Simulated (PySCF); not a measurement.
# Working with the constants of BiF⁻

UHF-CCSD(T) constants of BiF⁻, ²Π (doublet), unpaired electrons π ↑ (Bi def2-SVPD with ECP60, F def2-SVPD; scalar-relativistic core potentials (PySCF 2.14); masses 208.9804 and 18.9984 u):

```
ωe            : 416.3 cm⁻¹
ωexe          : 2.52 cm⁻¹
Be            : 0.20195 cm⁻¹
αe            : 0.00155 cm⁻¹
De to Bi + F⁻ : 0.93 eV
```

Question: What force constant and bond length do these constants imply?

Answer: Reduced mass μred = 17.415 u; k = 5.8918×10⁻⁷·μred·ωe² (u, cm⁻¹, mdyn/Å) = 1.78 mdyn/Å; Re = √(16.8576/(μred·Be)) (u, cm⁻¹, Å) = 2.189 Å.

Question: Estimate the centrifugal constant D from the Kratzer relation and find the Dunham coefficient a1.

Answer: D = 4Be³/ωe² = 1.9e-07 cm⁻¹; a1 = −1 − αeωe/(6Be²) = -3.64.

Correlated steps freeze 5 core orbitals. Correlated levels converge slowly with the basis: in double zeta they bind strong bonds too weakly, by up to about 1 eV, and carry superposition errors of some tenths. Spin–orbit coupling is left out, which matters for elements this heavy, above all for dissociation energies. For an ion De counts to the pair picked by the measured ionisation energies or electron affinities, which need not be the lowest pair at this level. The state is the lowest determinant that a PBE0 search found; another state may lie lower at other levels.
